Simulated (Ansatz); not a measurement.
Geometry optimisation, RKS PBE/def2-SVP in Ansatz.

Input:

```yaml
crystal:
  periodic: [false, false, false]
  atoms:
    - { symbol: Hf, position_ang: [0.0, 0.0, 0.0] }
    - { symbol: O, position_ang: [0.0, 0.0, 2.07] }
    - { symbol: H, position_ang: [-0.9095, -0.2814, 2.4071] }
    - { symbol: "N", position_ang: [2.084, 0.0, -0.7359] }
    - { symbol: H, position_ang: [2.5823, -0.918, -0.9166] }
    - { symbol: H, position_ang: [2.5853, 0.918, -0.9082] }
    - { symbol: "N", position_ang: [-1.0409, 1.8034, -0.7359] }
    - { symbol: H, position_ang: [-2.061, 1.7482, -1.0186] }
    - { symbol: H, position_ang: [-0.5204, 2.7241, -0.8065] }
    - { symbol: Cl, position_ang: [-1.1869, -2.0563, -0.8392] }
basis:
  gaussian: { orbitals: def2-SVP }
hamiltonian:
  xc: pbe
relax:
  f_tol: 0.02
  max_steps: 40
```

Launched with:

```bash
$ ansatz run input.yaml --threads 2 --pin off --max-ram 3072MiB --backend cpu --events-out ev --progress --plain --runs-dir out
```

Q: Where does it end, and by what steps?

A: The run converged. After 21 steps the energy has fallen by 1.311 eV; H8 moved furthest, 1.15 Å.

```json
{"step": "0", "energy less start (eV)": "0.0000", "largest force component (eV/Å)": "2.182", "accepted": "yes"}
{"step": "1", "energy less start (eV)": "-0.8959", "largest force component (eV/Å)": "1.299", "accepted": "yes"}
{"step": "2", "energy less start (eV)": "-1.0114", "largest force component (eV/Å)": "1.745", "accepted": "yes"}
{"step": "3", "energy less start (eV)": "-1.0472", "largest force component (eV/Å)": "1.460", "accepted": "yes"}
{"step": "4", "energy less start (eV)": "-1.1439", "largest force component (eV/Å)": "0.155", "accepted": "yes"}
{"step": "5", "energy less start (eV)": "-1.1839", "largest force component (eV/Å)": "0.185", "accepted": "yes"}
{"step": "6", "energy less start (eV)": "-1.2204", "largest force component (eV/Å)": "0.478", "accepted": "yes"}
{"step": "7", "energy less start (eV)": "-1.2514", "largest force component (eV/Å)": "0.668", "accepted": "yes"}
{"step": "8", "energy less start (eV)": "-1.2665", "largest force component (eV/Å)": "0.370", "accepted": "yes"}
{"step": "9", "energy less start (eV)": "-1.2794", "largest force component (eV/Å)": "0.142", "accepted": "yes"}
{"step": "10", "energy less start (eV)": "-1.2809", "largest force component (eV/Å)": "0.605", "accepted": "yes"}
{"step": "11", "energy less start (eV)": "-1.2872", "largest force component (eV/Å)": "0.233", "accepted": "yes"}
{"step": "12", "energy less start (eV)": "-1.2913", "largest force component (eV/Å)": "0.146", "accepted": "yes"}
{"step": "13", "energy less start (eV)": "-1.2984", "largest force component (eV/Å)": "0.102", "accepted": "yes"}
{"step": "14", "energy less start (eV)": "-1.3034", "largest force component (eV/Å)": "0.307", "accepted": "yes"}
{"step": "15", "energy less start (eV)": "-1.3062", "largest force component (eV/Å)": "0.192", "accepted": "yes"}
{"step": "16", "energy less start (eV)": "-1.3083", "largest force component (eV/Å)": "0.090", "accepted": "yes"}
{"step": "17", "energy less start (eV)": "-1.3027", "largest force component (eV/Å)": "0.820", "accepted": "no"}
{"step": "18", "energy less start (eV)": "-1.3098", "largest force component (eV/Å)": "0.026", "accepted": "yes"}
{"step": "19", "energy less start (eV)": "-1.3109", "largest force component (eV/Å)": "0.036", "accepted": "yes"}
{"step": "20", "energy less start (eV)": "-1.3113", "largest force component (eV/Å)": "0.035", "accepted": "yes"}
{"step": "21", "energy less start (eV)": "-1.3114", "largest force component (eV/Å)": "0.013", "accepted": "yes"}
```

```xyz
10
Properties=species:S:1:pos:R:3
Hf -0.163 -0.037 -0.071
O -0.321 -0.015 1.864
H 0.066 -0.093 2.747
N 1.791 -0.023 -0.660
H 2.444 -0.806 -0.531
H 2.306 0.750 -1.097
N -0.939 1.716 -0.753
H -1.170 1.904 -1.737
H -1.274 2.505 -0.189
Cl -1.208 -1.963 -1.057
```

The run took 68 s on 2 threads of Arm Neoverse V1 (shared host), peak memory 0.16 GiB.
